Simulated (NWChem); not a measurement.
Molecule: CH$_{2}$N, doublet; SMILES C=[N]

```xyz
4

C      0.0000     0.0000     0.5013
N      0.0000     0.0000    -0.7494
H      0.0000    -0.9480     1.0986
H      0.0000     0.9480     1.0986
```
Atoms are numbered in this order, from 1.

All runs: NWChem. Spin-unrestricted. Spin-contaminated determinants: UHF/IGLO-III (<S²> = 0.97). In the optimisation the excess spin sits in b2 (C2v, its own frame). All runs use the structure optimised with PBE-D3(BJ)/def2-SVP, spin-unrestricted. No stability test was run on the SCF state. Fermi-contact couplings, non-relativistic, static geometry.

```json
[
 {"level": "BHandHLYP/IGLO-III", "A(iso) 13C atom 1 (MHz)": "-94.7", "A(iso) 14N atom 2 (MHz)": "34.6", "A(iso) 1H atom 4 (MHz)": "219", "<S²>": "0.774"},
 {"level": "UHF/IGLO-III", "A(iso) 13C atom 1 (MHz)": "-204.6", "A(iso) 14N atom 2 (MHz)": "69.8", "A(iso) 1H atom 4 (MHz)": "241", "<S²>": "0.970"},
 {"level": "PBE/pcJ-1", "A(iso) 13C atom 1 (MHz)": "-64.6", "A(iso) 14N atom 2 (MHz)": "14.3", "A(iso) 1H atom 4 (MHz)": "240", "<S²>": "0.757"},
 {"level": "PBE0/pcJ-1", "A(iso) 13C atom 1 (MHz)": "?", "A(iso) 14N atom 2 (MHz)": "?", "A(iso) 1H atom 4 (MHz)": "?", "<S²>": "?"}
]
```

Question: Some entries are withheld; supply them.

Answer: 
- PBE0/pcJ-1, A(iso) 13C atom 1 (MHz): -79.3
- PBE0/pcJ-1, A(iso) 14N atom 2 (MHz): 20.8
- PBE0/pcJ-1, A(iso) 1H atom 4 (MHz): 229
- PBE0/pcJ-1, <S²>: 0.764
